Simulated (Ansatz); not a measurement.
Consider the ligand exchange at a B–O bond: `BO[SiH2]S[SiH3]` + `OCS` → `BSCO` + `O[SiH2]S[SiH3]`.

Calculated with Ansatz (gas phase, PBE0-D4/def2-TZVP geometries, no zero-point term in ΔE). CCSD(T)/CBS adds triple-zeta CCSD(T) − MP2 to the extrapolated MP2 energy (def2 sets, frozen cores). Functionals use def2-TZVPP. B3LYP here is the variant with VWN-RPA as its local correlation; programs differ in this. One conformer a species, not always the lowest.

```
             level  ΔE (kJ/mol)  difference from CCSD(T)/CBS
            PBE-D4          7.1                        -14.2
         r2SCAN-D4         12.7                         -8.6
           PBE0-D4         13.5                         -7.8
          B3LYP-D4         24.0                          2.7
           ωB97X-V         23.7                          2.4
           ωB97M-V         23.2                          1.9
            B2PLYP         21.7                          0.4
               PBE          5.6                        -15.7
            r2SCAN         12.1                         -9.2
              PBE0         12.0                         -9.3
             B3LYP         21.7                          0.4
     HF/def2-TZVPP         41.3                         20.0
    MP2/def2-TZVPP         18.9                         -2.4
SCS-MP2/def2-TZVPP         24.9                          3.6
   CCSD/def2-TZVPP         26.0                          4.7
CCSD(T)/def2-TZVPP         21.6                          0.3
     HF/def2-QZVPP         43.3                         22.0
    MP2/def2-QZVPP         19.4                         -1.9
SCS-MP2/def2-QZVPP         25.3                          4.0
      HF/CBS(def2)         43.6                         22.3
     MP2/CBS(def2)         18.6                         -2.7
    CCSD/CBS(def2)         25.7                          4.4
       CCSD(T)/CBS         21.3                            0
```

Largest T1 diagnostic among the species: 0.014.

From PBE to PBE0 (25 % exact exchange), in def2-TZVPP and without D4, ΔE moves by +6.4 kJ/mol. In def2-TZVPP, CCSD(T) changes the Hartree–Fock value by −19.7 kJ/mol (the triples alone add −4.4 kJ/mol) and MP2 by −22.4 kJ/mol.
